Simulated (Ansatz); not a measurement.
`FC#C[SeH]` + `[Cl][GaH][Cl]` → `[Cl][Ga]([Cl])[SeH]` + `C#CF` at 700 K and 1 bar (formal exchange of groups at the Se–C bond).

Computed with Ansatz on PBE0-D4/def2-TZVP structures; ΔE is electronic, products minus reactants. CCSD(T)/CBS adds triple-zeta CCSD(T) − MP2 to the extrapolated MP2 energy (def2 sets, frozen cores). This one scheme is used for every species. For Ga, Se outer-core shells are correlated without core-valence functions, which leaves a few kJ/mol of doubt a bond. Scalar relativity is left out up to krypton. One conformer a species, not always the lowest.

```
              species  CCSD(T)/CBS energy (Eh)  H − E (kJ/mol)  S (J/(mol·K))
          `FC#C[SeH]`              -2577.08079            98.6          368.3
      `[Cl][GaH][Cl]`              -2844.19972            67.0          359.4
`[Cl][Ga]([Cl])[SeH]`              -5244.95427            86.6          443.6
               `C#CF`               -176.38388            89.3          279.4
```

H − E and S are ideal-gas, rigid-rotor, harmonic terms from PBE0-D4/def2-TZVP, for one conformer and one mirror image of each species. 1 Eh = 2625.50 kJ/mol, R = 8.31446 J/(mol·K).

Problem. By hand: ΔE, ΔH, ΔS and ΔG.

Solution. ΔE = (-5244.95427) + (-176.38388) − (-2577.08079) − (-2844.19972) = -0.05764 Eh = -151.3 kJ/mol. Δ(H − E) = 86.6 + 89.3 − 98.6 − 67.0 = 10.3, so ΔH = -141.0 kJ/mol. ΔS = 443.6 + 279.4 − 368.3 − 359.4 = -4.7 J/(mol·K). ΔG = -141.0 − 700 × (-4.7)/1000 = -137.7 kJ/mol.

Problem. By hand: the equilibrium constant, and the temperature at which ΔG would vanish if ΔH and ΔS stayed fixed.

Solution. log₁₀ K = −ΔG/(RT ln 10) = 10.3. ΔG = 0 at ΔH/ΔS = 30000 K, far beyond where these terms or the molecules hold.

The number of gas molecules stays the same, so ΔS is small and ΔH decides. A doubt of 5 kJ/mol in ΔE shifts log₁₀ K by 0.4 here. Other conformers and mirror images would add mixing entropy, several J/(mol·K) or more a flexible species. These are equilibria of isolated gas molecules and say nothing of rates. Largest T1 diagnostic: 0.013 (customary marks: 0.02 for closed shells, 0.045 for open ones).
